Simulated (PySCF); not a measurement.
B(F)(NMe2)(SH) (C2H7BFNS), SMILES CN(B(S)F)C. Atoms are numbered in the order given.

```xyz
13

B      0.3060     0.1321    -0.4283
F      1.2012    -0.2763    -1.3400
N     -0.1242    -0.7780     0.5511
C     -0.9947    -0.4696     1.6546
C      0.2746    -2.1667     0.4859
H     -2.0083    -0.8896     1.5169
H     -0.5890    -0.8869     2.5926
H     -1.0833     0.6150     1.7960
H      0.8226    -2.4653     1.3974
H     -0.6049    -2.8289     0.3926
H      0.9264    -2.3339    -0.3794
S     -0.2109     1.8759    -0.6285
H     -1.2395     1.8649     0.2404
```

Coordinates come from a PBE0-D3(BJ)/def2-SVP optimisation. The structure was generated by enumeration, and PubChem lists no compound with its InChIKey, so it may never have been made. The values are those of a single conformer.

Level of theory: TDA-PBE/def2-SVPD (PySCF 2.14.0).

Vertical excitations. Gas-phase values at a fixed geometry.

Estimate the UV-visible absorptions. (Estimate from the structure and the level; the computed values follow.)


| state | energy (eV) | λ (nm) | f | main pairs |
|---|---|---|---|---|
| S1 | 5.18 | 239 | 0.022 | HOMO→LUMO 99 % |
| S2 | 5.96 | 208 | 0.023 | HOMO→LUMO+2 66 %, HOMO→LUMO+1 31 % |
| S3 | 6.22 | 199 | 0.009 | HOMO−1→LUMO 96 % |
| S4 | 6.27 | 198 | 0.005 | HOMO→LUMO+3 99 % |
| S5 | 6.40 | 194 | 0.002 | HOMO→LUMO+4 99 % |
| S6 | 6.56 | 189 | 0.350 | HOMO→LUMO+1 55 %, HOMO→LUMO+2 29 % |
| S7 | 6.99 | 177 | 0.005 | HOMO→LUMO+5 47 %, HOMO−1→LUMO+2 32 %, HOMO−1→LUMO+1 16 % |
| S8 | 7.00 | 177 | 0.003 | HOMO→LUMO+5 43 %, HOMO−1→LUMO+2 31 %, HOMO−1→LUMO+1 16 %, HOMO→LUMO+6 7 % |
| S9 | 7.06 | 176 | 0.012 | HOMO→LUMO+6 88 % |
| S10 | 7.31 | 170 | 0.043 | HOMO−1→LUMO+3 92 % |
| T1 | 5.02 | 247 | 0 | HOMO→LUMO 98 % |
| T2 | 5.36 | 231 | 0 | HOMO→LUMO+1 93 % |
| T3 | 5.82 | 213 | 0 | HOMO→LUMO+2 78 %, HOMO−1→LUMO 14 % |
| T4 | 6.04 | 205 | 0 | HOMO−1→LUMO 80 %, HOMO→LUMO+2 15 % |
Triplets are in the Tamm–Dancoff approximation.
